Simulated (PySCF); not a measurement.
A side-by-side comparison of computed properties.

First species: C7H6ClN.
Cartesian coordinates in Å at the GFN2-xTB level; atoms count from 1:
```
atom  x, y, z in Å
C1     3.1918    0.1044    0.1874
C2     2.0794   -0.2370    0.4874
C3     0.7823   -0.6462    0.8499
C4    -0.3246   -0.3133    0.1783
C5    -1.6753   -0.7707    0.6063
Cl6   -2.2710   -2.0383   -0.5363
C7    -0.2909    0.5384   -1.0657
C8    -0.8487    1.8369   -0.7749
N9    -1.3045    2.8522   -0.5153
H10    4.1658    0.3990   -0.0666
H11    0.7206   -1.2655    1.7355
H12   -2.4059    0.0386    0.5680
H13   -1.6641   -1.2255    1.5955
H14   -0.8948    0.0728   -1.8512
H15    0.7354    0.6622   -1.4202
```

Second species: C₄H₄N₂.
Atom-mapped SMILES: `[CH2:1]=[N:2]/[CH:3]=[CH:4]/[C:5]#[N:6]` (hydrogens: H7, H8 on C1; H9 on C3; H10 on C4)

Levels: PBE0/def2-SVPD for dipole moment, HOMO energy, LUMO energy, HOMO–LUMO gap, static isotropic polarisability and electronic spatial extent ⟨r²⟩ about the centre of nuclear charge; TDDFT PBE0/def2-SVPD for lowest singlet excitation; TDA PBE0/def2-SVPD for lowest triplet excitation (Tamm–Dancoff); GFN2-xTB for rotational constant A and rotational constant C. Geometries: GFN2-xTB. Each structure is a single optimised conformer of the isolated species, non-relativistic unless stated; the electronic structure was computed with PySCF and density fitting.

The conformers computed, where there is a choice (atom-mapped SMILES and torsion angles):
- `[CH:1]#[C:2]/[CH:3]=[C:4](/[CH2:5][Cl:6])[CH2:7][C:8]#[N:9]`: C3–C4–C5–Cl6 -107°, C3–C4–C7–C8 -109°
- `[CH2:1]=[N:2]/[CH:3]=[CH:4]/[C:5]#[N:6]`: C1–N2–C3–C4 180°

Values for the first species:

- Dipole moment: 3.15 D
- HOMO energy: -7.68 eV
- LUMO energy: -1.90 eV
- HOMO–LUMO gap: 5.78 eV
- Lowest singlet excitation: 5.17 eV
- Lowest triplet excitation (Tamm–Dancoff): 3.24 eV
- Static isotropic polarisability: 102.8 au
- Electronic spatial extent ⟨r²⟩ about the centre of nuclear charge: 1646 bohr²
- Rotational constant A: 1.568 GHz
- Rotational constant C: 0.660 GHz

Q: Estimate the same properties for the second species, and the change in each.

A: 
| property | first | second | second less first |
| --- | --- | --- | --- |
| dipole moment | 3.15 D | 4.60 D | +1.45 D |
| HOMO energy | -7.68 eV | -7.93 eV | -0.25 eV |
| LUMO energy | -1.90 eV | -2.54 eV | -0.64 eV |
| HOMO–LUMO gap | 5.78 eV | 5.39 eV | -0.39 eV |
| lowest singlet excitation | 5.17 eV | 3.99 eV | -1.18 eV |
| lowest triplet excitation (Tamm–Dancoff) | 3.24 eV | 2.85 eV | -0.39 eV |
| static isotropic polarisability | 102.8 au | 68.9 au | -33.9 au |
| electronic spatial extent ⟨r²⟩ about the centre of nuclear charge | 1646 bohr² | 752 bohr² | -894 bohr² |
| rotational constant A | 1.568 GHz | 30.681 GHz | +29.113 GHz |
| rotational constant C | 0.660 GHz | 1.457 GHz | +0.797 GHz |

On the first: In atomic units the dipole is 1.24 e·bohr (1 au = 2.5417 D). In wavenumbers S1 is 41700 cm⁻¹ (1 eV = 8065.54 cm⁻¹).

On the second: The 6 singlets span 3.99 to 6.91 eV, and their oscillator strengths add up to 0.73. S1 lies 1.40 eV below the HOMO–LUMO gap; its leading configuration is HOMO−1→LUMO, weight 0.99.
